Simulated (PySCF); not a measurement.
This script is equivalent to a calculation on Cr (chromium, neutral).

```python
from pyscf import gto, scf, dft, mp, cc
import basis_set_exchange as bse
mol = gto.M(atom="Cr 0 0 0", charge=0, spin=6, symmetry="D2h",
            basis=gto.basis.parse(bse.get_basis("x2c-TZVPall", elements=["Cr"], fmt="nwchem", header=False)),
            nucmod="G")
mf = scf.UHF(mol).sfx2c1e()
mf.irrep_nelec = {'Ag': (6, 3), 'B1g': (1, 0), 'B2g': (1, 0), 'B3g': (1, 0), 'B1u': (2, 2), 'B2u': (2, 2), 'B3u': (2, 2)}
mf.kernel()
```

(1) What total energy does it give?

(2) Which occupied shell lies highest, and where?

(3) What is ⟨S²⟩, and what would a pure spin state give?

Answers

(1) -1049.64352 hartree (calculated).

(2) 4s α, at -6.169 eV.

(3) 12.000, against 12.00.
